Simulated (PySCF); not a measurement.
SMILES C=C[C@@H]1C=CCC=C1F, C8H9F

Molfile (atoms numbered from 1):
```
C8H9F
     RDKit          3D

 18 18  0  0  0  0  0  0  0  0999 V2000
    2.9199   -0.3860   -0.2756 C   0  0  0  0  0  0  0  0  0  0  0  0
    1.6672   -0.4500    0.1310 C   0  0  0  0  0  0  0  0  0  0  0  0
    0.5564    0.4272   -0.3953 C   0  0  2  0  0  0  0  0  0  0  0  0
   -0.0558    1.2002    0.7400 C   0  0  0  0  0  0  0  0  0  0  0  0
   -1.2329    0.9135    1.2673 C   0  0  0  0  0  0  0  0  0  0  0  0
   -2.1254   -0.1807    0.7702 C   0  0  0  0  0  0  0  0  0  0  0  0
   -1.6697   -0.7265   -0.5451 C   0  0  0  0  0  0  0  0  0  0  0  0
   -0.4855   -0.4300   -1.0469 C   0  0  0  0  0  0  0  0  0  0  0  0
   -0.1116   -0.9247   -2.2539 F   0  0  0  0  0  0  0  0  0  0  0  0
    3.2383    0.3152   -1.0299 H   0  0  0  0  0  0  0  0  0  0  0  0
    3.6809   -1.0355    0.1227 H   0  0  0  0  0  0  0  0  0  0  0  0
    1.3586   -1.1627    0.8840 H   0  0  0  0  0  0  0  0  0  0  0  0
    0.9757    1.1128   -1.1415 H   0  0  0  0  0  0  0  0  0  0  0  0
    0.5513    2.0016    1.1356 H   0  0  0  0  0  0  0  0  0  0  0  0
   -1.6148    1.4868    2.1006 H   0  0  0  0  0  0  0  0  0  0  0  0
   -3.1490    0.1967    0.6743 H   0  0  0  0  0  0  0  0  0  0  0  0
   -2.1627   -0.9870    1.5136 H   0  0  0  0  0  0  0  0  0  0  0  0
   -2.3497   -1.3643   -1.0894 H   0  0  0  0  0  0  0  0  0  0  0  0
  1  2  2  0
  2  3  1  0
  3  4  1  0
  4  5  2  0
  5  6  1  0
  6  7  1  0
  7  8  2  0
  8  9  1  0
  8  3  1  0
  1 10  1  0
  1 11  1  0
  2 12  1  0
  3 13  1  6
  4 14  1  0
  5 15  1  0
  6 16  1  0
  6 17  1  0
  7 18  1  0
M  END
```

Method used: PySCF 2.14.0, GIAO B3LYP/pcSseg-1 magnetisability, rotational g tensor and spin-rotation constants, non-relativistic, gas phase. Geometry: GFN2-xTB.

Question: Give the nuclear spin-rotation constants along the inertial axes (H = +C I·J) beside the isotropic shieldings.

Answer: Rotational constants 2.3828, 1.4843, 1.0253 GHz. A star marks the isotopologue with that one atom substituted, in its own axes.
```tsv
atom	isotope	Caa (kHz)	Cbb (kHz)	Ccc (kHz)	mean (kHz)	σ (ppm)
F9	19F	3.563	1.766	0.743	2.024	273.6
H10	1H	-0.157	-0.173	0.056	-0.091	26.5
H11	1H	-0.062	-0.158	0.002	-0.073	26.7
H12	1H	-0.188	-0.172	0.075	-0.095	26.1
H13	1H	-0.160	-0.167	0.016	-0.104	28.4
H14	1H	-0.208	0.068	-0.079	-0.073	26.0
H15	1H	-0.071	0.035	-0.115	-0.050	25.9
H16	1H	0.055	-0.153	-0.094	-0.064	28.9
H17	1H	-0.238	-0.148	0.033	-0.118	28.7
H18	1H	-0.190	0.082	-0.108	-0.072	26.5
C1	13C*	0.729	0.242	0.459	0.476	59.9
C2	13C*	0.815	0.291	0.522	0.543	32.7
C3	13C*	0.529	0.306	0.176	0.337	130.6
C4	13C*	0.725	0.692	0.221	0.546	46.2
C5	13C*	0.783	0.665	0.196	0.548	49.3
C6	13C*	0.457	0.238	0.162	0.286	149.7
C7	13C*	0.635	0.629	0.168	0.477	75.1
C8	13C*	0.786	0.802	0.289	0.626	9.3
```
For the geometry as given, no vibrational averaging.
